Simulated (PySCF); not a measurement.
# Sc²⁺: excitation energy

Sc²⁺ [Ar] 3d1 (2D) → Sc²⁺ [Ar] 4p1 (2P), as a difference of total energies. Computed with PySCF 2.14 in def2-TZVPPD, with no relativity, point nucleus. Correlated levels: valence and next inner shell: [Ne] frozen. The calculations carry no spin-orbit coupling.

```csv
method,excitation energy (eV)
UHF,7.401
PBE,7.803
PBE0,7.872
r2SCAN,7.946
M06-2X,7.637
PBEsol,7.820
M06-L,7.961
HSE06,7.855
SCS-MP2 (valence and next inner shell),7.230
```

**Question.** Estimate what MP2 (valence and next inner shell) gives.

**Answer.** 7.190 eV, closest to SCS-MP2 (valence and next inner shell) among the rows shown.

**Question.** Estimate what LDA gives.

**Answer.** 7.880 eV, closest to PBE0 among the rows shown.

A first-order spin-orbit estimate (lowest level to lowest level, LS coupling) adds -0.013 eV.
